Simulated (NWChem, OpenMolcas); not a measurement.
CsF (SMILES [F][Cs]): the dipole moment, rung by rung

CsF has 2 atoms, charge 0, and is taken as a singlet. SMILES: `[F][Cs]`. The bond length is the measured one.

```csv
atom,x (Å),y (Å),z (Å)
F,0.0000,0.0000,0.0000
Cs,0.0000,0.0000,2.3454
```

Quantity: the dipole moment, in D. The values are calculated.

```json
{"level": "SVWN5/def2-TZVPP (core potential)", "kind": "LDA", "program": "NWChem", "value (D)": "7.23", "CPU time": "15 s"}
{"level": "revPBE/def2-TZVPP (core potential)", "kind": "GGA", "program": "OpenMolcas", "value (D)": "7.23", "CPU time": "9.5 s"}
{"level": "TPSS/def2-TZVPP (core potential)", "kind": "meta-GGA", "program": "NWChem", "value (D)": "7.36", "CPU time": "46 s"}
{"level": "r2SCAN/def2-TZVPP (core potential)", "kind": "meta-GGA", "program": "NWChem", "value (D)": "7.52", "CPU time": "42 s"}
{"level": "B3LYP/def2-TZVPP (core potential)", "kind": "global hybrid", "program": "OpenMolcas", "value (D)": "?", "CPU time": "9.8 s"}
{"level": "BHLYP/def2-TZVPP (core potential)", "kind": "global hybrid", "program": "OpenMolcas", "value (D)": "7.92", "CPU time": "9.4 s"}
{"level": "M06-2X/def2-TZVPP (core potential)", "kind": "hybrid meta-GGA", "program": "OpenMolcas", "value (D)": "?", "CPU time": "12 s"}
{"level": "PBE0/def2-TZVPP (core potential)", "kind": "global hybrid", "program": "OpenMolcas", "value (D)": "7.62", "CPU time": "9.6 s"}
```

(1) Estimate what the levels marked ? give.

Answers

(1) As computed at these levels: B3LYP/def2-TZVPP (core potential): 7.59 D; M06-2X/def2-TZVPP (core potential): 7.86 D. The values span 7.23 to 7.92 D. CPU times are rough (shared hosts, several kinds of processor): they show what a rung costs within a factor of a few.
